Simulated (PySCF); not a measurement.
BeO: energy against distance

Set-up: Be 3-21G, O 3-21G; no relativity (PySCF 2.14). Energies in eV from Be + O in their ground configurations at the same level. State: ¹Σ⁺ (singlet), closed shell.

All columns are PBE0. A positive dipole means Be(−)O(+).

```json
{"R (Å)": "1.169", "E (eV)": "-2.942", "μ (D)": "-5.14", "Mulliken charge on Be (basis-dependent)": "0.39", "HOMO (eV)": "-7.95", "LUMO (eV)": "-3.61", "Mayer bond order": "2.42", "⟨S²⟩": "0.00"}
{"R (Å)": "1.223", "E (eV)": "-3.658", "μ (D)": "-5.16", "Mulliken charge on Be (basis-dependent)": "0.40", "HOMO (eV)": "-7.75", "LUMO (eV)": "-3.70", "Mayer bond order": "2.41", "⟨S²⟩": "0.00"}
{"R (Å)": "1.278", "E (eV)": "-4.068", "μ (D)": "-5.17", "Mulliken charge on Be (basis-dependent)": "0.41", "HOMO (eV)": "-7.55", "LUMO (eV)": "-3.79", "Mayer bond order": "2.40", "⟨S²⟩": "0.00"}
{"R (Å)": "1.318", "E (eV)": "-4.217", "μ (D)": "-5.18", "Mulliken charge on Be (basis-dependent)": "0.41", "HOMO (eV)": "-7.42", "LUMO (eV)": "-3.86", "Mayer bond order": "2.40", "⟨S²⟩": "0.00"}
{"R (Å)": "1.359", "E (eV)": "-4.261", "μ (D)": "-5.17", "Mulliken charge on Be (basis-dependent)": "0.41", "HOMO (eV)": "-7.29", "LUMO (eV)": "-3.93", "Mayer bond order": "2.40", "⟨S²⟩": "0.00"}
{"R (Å)": "1.400", "E (eV)": "-4.218", "μ (D)": "-5.16", "Mulliken charge on Be (basis-dependent)": "0.41", "HOMO (eV)": "-7.19", "LUMO (eV)": "-4.00", "Mayer bond order": "2.39", "⟨S²⟩": "0.00"}
{"R (Å)": "1.454", "E (eV)": "-4.058", "μ (D)": "-5.13", "Mulliken charge on Be (basis-dependent)": "0.40", "HOMO (eV)": "-7.06", "LUMO (eV)": "-4.09", "Mayer bond order": "2.39", "⟨S²⟩": "0.00"}
{"R (Å)": "1.522", "E (eV)": "-3.739", "μ (D)": "-5.09", "Mulliken charge on Be (basis-dependent)": "0.40", "HOMO (eV)": "-6.92", "LUMO (eV)": "-4.21", "Mayer bond order": "2.38", "⟨S²⟩": "0.00"}
{"R (Å)": "1.604", "E (eV)": "-3.247", "μ (D)": "-5.02", "Mulliken charge on Be (basis-dependent)": "0.39", "HOMO (eV)": "-6.79", "LUMO (eV)": "-4.33", "Mayer bond order": "2.36", "⟨S²⟩": "0.00"}
{"R (Å)": "1.712", "E (eV)": "-2.504", "μ (D)": "-4.90", "Mulliken charge on Be (basis-dependent)": "0.37", "HOMO (eV)": "-6.66", "LUMO (eV)": "-4.47", "Mayer bond order": "2.31", "⟨S²⟩": "0.00"}
```

A fit through these points gives, at Re = 1.358 Å, μ = -5.17 D and dμ/dR = 0.210 D/Å; the reduced mass is 5.764 u.

Problem. How strong is the fundamental in the double-harmonic approximation, I = 42.26·(dμ/dR)²/μred km/mol?

Solution. I = 42.26·(0.210)²/5.764 = 0.323 km/mol at PBE0.

3-21G is very small, so such numbers show the basis as much as the molecule.
